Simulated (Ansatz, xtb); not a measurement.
Spectroscopic constants of OF+, multiplicity 3 (lowest of 2S+1 = 1, 3, 5 at CCSD(T)/def2-TZVPP on PBE0 minima; our sources give no spin for the ground state, which may be another).

Seven points along R, fitted to fifth degree in 1/R; most abundant isotopes. Runs in def2 and cc sets follow the lowest solution found near the PBE0 minimum.

Frozen-core correlation.

The values were computed with Ansatz (Gaussian orbitals); xtb for the GFN methods. Values without a source in brackets are computed. The GFN methods have no spin term and hold the electronic entropy of 300 K.

```json
[
 {"level": "GFN1-xTB", "r_e (Å)": "1.196", "ω_e (cm⁻¹)": "1515", "ω_e x_e (cm⁻¹)": "8.9"},
 {"level": "GFN2-xTB", "r_e (Å)": "1.195", "ω_e (cm⁻¹)": "1375", "ω_e x_e (cm⁻¹)": "10"},
 {"level": "r2SCAN/def2-TZVPP", "r_e (Å)": "1.231", "ω_e (cm⁻¹)": "1392", "ω_e x_e (cm⁻¹)": "8.8"},
 {"level": "B97M-V/def2-TZVPP", "r_e (Å)": "1.225", "ω_e (cm⁻¹)": "1408", "ω_e x_e (cm⁻¹)": "9.9"},
 {"level": "B3LYP/def2-TZVPP", "r_e (Å)": "1.228", "ω_e (cm⁻¹)": "1403", "ω_e x_e (cm⁻¹)": "9.1"},
 {"level": "CAM-B3LYP/def2-TZVPP", "r_e (Å)": "1.217", "ω_e (cm⁻¹)": "1462", "ω_e x_e (cm⁻¹)": "9.2"},
 {"level": "wB97M-V/def2-TZVPP", "r_e (Å)": "1.219", "ω_e (cm⁻¹)": "(withheld)", "ω_e x_e (cm⁻¹)": "9.4"},
 {"level": "B2PLYP/def2-TZVPP", "r_e (Å)": "(withheld)", "ω_e (cm⁻¹)": "(withheld)", "ω_e x_e (cm⁻¹)": "1.8"}
]
```

Problem. Fill in the missing entries.

Solution. 
- B2PLYP/def2-TZVPP, r_e (Å): 1.229
- B2PLYP/def2-TZVPP, ω_e (cm⁻¹): 1427
- wB97M-V/def2-TZVPP, ω_e (cm⁻¹): 1466

Ansatz is an electronic-structure program.
